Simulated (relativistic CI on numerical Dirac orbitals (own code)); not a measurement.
**Co³⁺ in a cubic cluster: 2p photoemission with charge transfer**

Computed with a charge-transfer multiplet model of a cubic metal-ligand cluster with up to 3 ligand holes, Slater and spin-orbit integrals from Dirac-Coulomb-Breit ions, Slater integrals scaled by 0.9. The ground state mixes d6 with configurations of k ligand holes L, whose averages lie at kΔ + k(k − 1)U_dd/2; a core hole lowers each added d electron by U_cd. 300 K, Lorentzian 0.6 eV and Gaussian 0.8 eV FWHM.

Atomic integrals in eV (Slater integrals scaled, ζ unscaled), ground: F2dd 11.345, F4dd 7.087, zeta_d 0.071; with the core hole: F2dd 12.888, F4dd 8.096, zeta_d 0.102, zeta_core 9.658, F2cd 7.721, G1cd 5.944, G3cd 3.382.

Cluster parameters (eV): Δ = 2.1, U_dd = 7.9, U_cd = 9.3, 10Dq = 0.65, 10Dq(ligand) = 0.3, final-state hopping factor = 0.9.

```tsv
Case	n_d	d6	d7L	d8L2	d9L3	S
V(eg) = 2.8 eV, V(t2g) = -1.47 eV	6.40	0.63	0.34	0.03	0.00	2.00
V(eg) = 3.1 eV, V(t2g) = -1.63 eV	6.44	0.60	0.36	0.03	0.00	2.00
V(eg) = 3.4 eV, V(t2g) = -1.79 eV	6.47	0.57	0.38	0.04	0.00	1.99
```

Weights, n_d and S are thermal averages at 300 K. Binding energies count from the first peak over 30 % of the highest in each spectrum, which can be another peak from case to case. The parameters are a model scan and need not match a compound or its usual spin state. Peaks in eV (height, largest 100):
- V(eg) = 2.8 eV, V(t2g) = -1.47 eV: 0.0 (100), 7.7 (44), 9.3 (38), 13.9 (26), 16.6 (57), 24.8 (25), 27.2 (13), 29.7 (9), 31.5 (7)
- V(eg) = 3.1 eV, V(t2g) = -1.63 eV: 0.0 (100), 8.3 (38), 9.8 (32), 16.5 (57), 25.4 (23), 31.0 (6), 32.5 (6)
- V(eg) = 3.4 eV, V(t2g) = -1.79 eV: 0.0 (100), 8.9 (34), 16.5 (59), 25.9 (20)

For the case V(eg) = 2.8 eV, V(t2g) = -1.47 eV, Δ = 2.1 eV is smaller than U_dd = 7.9 eV, the charge-transfer side of the Zaanen-Sawatzky-Allen scheme. With the core hole the average of the configuration with one ligand hole lies at Δ − U_cd = -7.2 eV before mixing: it lies below the unscreened one, so the lowest final states are mostly screened and the unscreened weight appears at higher binding energy as a satellite.
